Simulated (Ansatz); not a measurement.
This geometry of C2H5LiSi (9 atoms, charge 0, multiplicity 1) is a first-order saddle point.

Method: Ansatz, RKS PBE-D4/def2-SVP.

```xyz
9
Properties=species:S:1:pos:R:3
Li -0.674 -1.792 -1.208
C 0.024 -0.167 -0.386
C 0.826 1.088 -0.586
Si -0.786 -0.796 1.008
H 0.235 2.010 -0.380
H 1.709 1.144 0.089
H 1.215 1.190 -1.623
H -1.447 -2.130 0.613
H -1.101 -0.548 2.473
```

Which two structures does it join? (They come from a converged band through this point; their orientation in space is the band's.)

No bond is made or broken. The dihedral Si4–C2–C3–H5 goes from -123 to 0°. The two ends are copies of one structure, up to a mirror image or an exchange of like atoms.

First end point:

```xyz
9
Properties=species:S:1:pos:R:3
Li -1.233 -1.412 -1.266
C -0.117 -0.073 -0.391
C 0.736 1.149 -0.562
Si -0.530 -0.972 1.030
H 0.154 1.964 -1.051
H 1.191 1.582 0.358
H 1.572 0.941 -1.270
H -1.445 -2.139 0.618
H -0.328 -1.040 2.533
```

Last end point:

```xyz
9
Properties=species:S:1:pos:R:3
Li -0.400 -1.928 -1.119
C 0.087 -0.201 -0.357
C 0.846 1.081 -0.539
Si -0.898 -0.745 0.960
H 0.788 1.827 0.286
H 1.927 0.871 -0.710
H 0.514 1.599 -1.468
H -1.435 -2.147 0.620
H -1.429 -0.357 2.327
```

How far does it lie above each of them?

0.031 eV above the first and 0.031 eV above the second. This is the barrier of this one path; another mechanism may lie lower.

Time of the run: 93 s on 1 CPU thread of a shared host.
